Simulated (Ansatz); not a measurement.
One change: `O[SiH]([SiH3])P` becomes `O[SiH]([SiH3])[TeH]`.

Ansatz, PBE0-D4/def2-TZVP geometries, multiplicity 1. Each molecule was computed in one conformer, which needn't be the lowest.

Elements past krypton have def2 core potentials.

```json
{"property": "size of the dipole moment (PBE/def2-TZVPP) / D", "`O[SiH]([SiH3])P`": "0.67"}
{"property": "HOMO energy (ωB97M-V/def2-TZVPP) / eV", "`O[SiH]([SiH3])P`": "-9.25"}
{"property": "HOMO energy (PBE/def2-TZVPP) / eV", "`O[SiH]([SiH3])P`": "-6.21"}
{"property": "LUMO energy (ωB97M-V/def2-TZVPP) / eV", "`O[SiH]([SiH3])P`": "1.27"}
{"property": "HOMO energy (B3LYP/def2-TZVPP) / eV", "`O[SiH]([SiH3])P`": "-7.06"}
{"property": "HOMO–LUMO gap (PBE/def2-TZVPP) / eV", "`O[SiH]([SiH3])P`": "4.93"}
```

(1) What does the change do to each property? (Estimate.)

## Answers

(1) Computed: 
```csv
property,`O[SiH]([SiH3])[TeH]`,shift
size of the dipole moment (PBE/def2-TZVPP) / D,1.03,0.36
HOMO energy (ωB97M-V/def2-TZVPP) / eV,-8.74,0.51
HOMO energy (PBE/def2-TZVPP) / eV,-5.66,0.55
LUMO energy (ωB97M-V/def2-TZVPP) / eV,0.96,-0.31
HOMO energy (B3LYP/def2-TZVPP) / eV,-6.45,0.61
HOMO–LUMO gap (PBE/def2-TZVPP) / eV,4.08,-0.85
```

With PBE0 the HOMO rises by 0.58 eV and the LUMO falls by 0.36 eV, so the gap narrows by about 0.94 eV. PBE moves the HOMO by 0.55 eV and ωB97M-V by 0.51 eV. Dipoles are sizes alone; their direction can turn.

B3LYP here is the variant with VWN-RPA as its local correlation; programs differ in this.

Spin–orbit coupling is left out; it splits and shifts lone-pair levels of the heavy atoms by tenths of an eV.
